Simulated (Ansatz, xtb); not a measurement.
# Ligand exchange: C3H6S + C2H10Si2 → C2H6SSi + C3H10Si

Species: C3H6S ((methylthio)ethene) `C=CSC`, singlet; C2H10Si2 `CC[SiH2][SiH3]`, singlet; C2H6SSi `C=CS[SiH3]`, singlet; C3H10Si `CC[SiH2]C`, singlet. The partners trade CH3 for SiH3: S–CH3 and Si–SiH3 bonds give way to S–SiH3 and Si–CH3.

Shapes, held fixed at every level: PBE0-D4/def2-TZVP. Flexible molecules stand in one conformer, not always the lowest. Programs: Ansatz 0.2.0, xtb 6.7.1. The zero-point and thermal change to 298 K, harmonic and unscaled (PBE0-D4/def2-TZVP), is -0.3 kJ/mol.

```
               level                    kind  ΔH(298 K) (kJ/mol)  less CCSD(T)/CBS estimate  CPU time (sum over the molecules)
            GFN0-xTB          semi-empirical              -171.0                      -72.5                             0.12 s
r2SCAN-D4/def2-TZVPP                meta-GGA               -93.8                       +4.7                               58 s
 B3LYP-D4/def2-TZVPP           global hybrid               -93.3                       +5.2                               67 s
  PBE0-D4/def2-TZVPP           global hybrid               -88.3                      +10.2                               42 s
  wB97X-V/def2-TZVPP  range-separated hybrid               -93.8                       +4.7                               97 s
        MP2/def2-SVP     perturbation theory               -99.4                       -0.9                                  –
    CCSD(T)/def2-SVP   coupled cluster or CI               -90.7                       +7.8                               46 s
CCSD(T)/CBS estimate   coupled cluster or CI               -98.5                        0.0                             29 min
```

The highest level, CCSD(T)/CBS estimate, gives ΔH(298 K) = -98.5 kJ/mol; the levels span -171.0 to -88.3. GFN0-xTB strays far from the other rows. The column of differences is taken from that level and isn't an error. No measured value is set beside it here. The CBS estimate extrapolates MP2 from def2-TZVPP and def2-QZVPP and adds CCSD(T) − MP2 in the triple-zeta set, cores frozen. Times are processor times on shared x86 and Arm servers, and rough.
